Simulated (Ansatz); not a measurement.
Gas-phase reaction in SMILES: [SbH3] (SbH3) → [SbH2] (SbH2) + H atom (the H-Sb bond breaks)

Wanted: bond dissociation energy (electronic), in kcal/mol. Conventions: LANL2DZ with its own core potentials from Na on; def2 sets with scalar-relativistic core potentials past Kr; six Cartesian d functions in 6-31G* and its kin unless marked 5d; STO-3G and 3-21G all-electron and non-relativistic; no spin-orbit coupling; open shells spin-unrestricted; no dispersion term unless named. Ab initio and DFT rows: single points at B3LYP-D3(BJ) geometries (Ansatz, a quantum-chemistry and plane-wave program).

| level | program | bond dissociation energy (electronic) (kcal/mol) |
|---|---|---|
| PBE/STO-3G | Ansatz | 99.0 |
| PBE/3-21G | Ansatz | 67.3 |
| PBE/LANL2DZ | Ansatz | 68.1 |
| PBE/def2-SVP | Ansatz | 68.1 |
| PBE/6-31G* with LANL2DZ past Ar | Ansatz | 67.1 |
| PBE/def2-TZVPD | Ansatz | 68.5 |

No value to compare with is used here. The 5 habitual levels span 67.1 (PBE/6-31G* with LANL2DZ past Ar) to 99.0 kcal/mol (PBE/STO-3G); PBE/def2-TZVPD gives 68.5.

The sets are all those run for this method; runs whose electronic state is in doubt are left out.
